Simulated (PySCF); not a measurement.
Computed XPS line lists of a few unrelated compounds.

Computed, not measured: delta-SCF UKS SCAN, pcX-2 on the ionised atom, pcseg-1 elsewhere, spin-free X2C (PySCF). Geometries: PBE0-D3(BJ)/def2-SVP; isolated species, one conformer each.

Line lists (1s up to Mg, 2p3/2 beyond, nothing for Ge; areas count atoms within a level, one atom standing for each set equivalent by bonding):
1. C 1s: 291.38 (area 1), 293.51 (area 1) eV; O 1s: 538.28 eV; F 1s: 691.29 eV
2. C 1s: 290.14 (area 1), 290.21 (area 1), 290.61 (area 2) eV; P 2p3/2: 136.39 eV
3. C 1s: 293.06 eV; N 1s: 405.10 (area 1), 405.76 (area 1) eV; O 1s: 536.78 eV; Si 2p3/2: 107.11 eV
4. C 1s: 290.14 (area 2), 290.16 (area 3), 290.90 (area 2), 291.10 (area 1) eV; N 1s: 403.90 eV
5. C 1s: 290.43 eV; Si 2p3/2: 106.71 eV

Structures:
A. `C[SiH3]`
B. `C(N)([SiH2]N)=O`
C. `C[C](=O)[GeH2][F]`
D. `C=CP1C=C1`
E. `CCN(CC)C(C)(C)C`

Question: Match each list to its structure.

Answer: 
- 1 = C: no other candidate has this set of levels. C 1s: 291.38 methyl carbon next to a carbonyl, 293.51 carbonyl carbon; O 1s: 538.28 carbonyl oxygen; F 1s: 691.29 fluorine bonded to Ge.
- 2 = D: no other candidate has this set of levels. C 1s: 290.14 alkene CH carbon, 290.21 terminal =CH2 carbon, 290.61 alkene CH carbon (×2); P 2p3/2: 136.39 phosphine phosphorus.
- 3 = B: no other candidate has this set of levels. C 1s: 293.06 carbonyl carbon; N 1s: 405.10 silicon-bound nitrogen, 405.76 nitrogen bound to a carbonyl carbon; O 1s: 536.78 carbonyl oxygen; Si 2p3/2: 107.11 SiH2 silicon.
- 4 = E: no other candidate has this set of levels. C 1s: 290.14 methyl carbon (×2), 290.16 methyl carbon (×3), 290.90 sp3 carbon bound to nitrogen (×2), 291.10 sp3 carbon bound to nitrogen; N 1s: 403.90 tertiary amine nitrogen.
- 5 = A: no other candidate has this set of levels. C 1s: 290.43 Si-methyl carbon; Si 2p3/2: 106.71 SiH3 silicon.

For 2p shells one spin-free hole was relaxed; a mean-field spin–orbit operator and the ground-state splitting of the three 2p orbitals were then diagonalised within the shell. The shell's mean is (2 × 2p3/2 + 2p1/2)/3, and the degeneracies 2j + 1 give areas of 2:1. 1 of these hole states is spin-contaminated (⟨S²⟩ 0.86, against 0.75; counted from 0.85) and less certain.
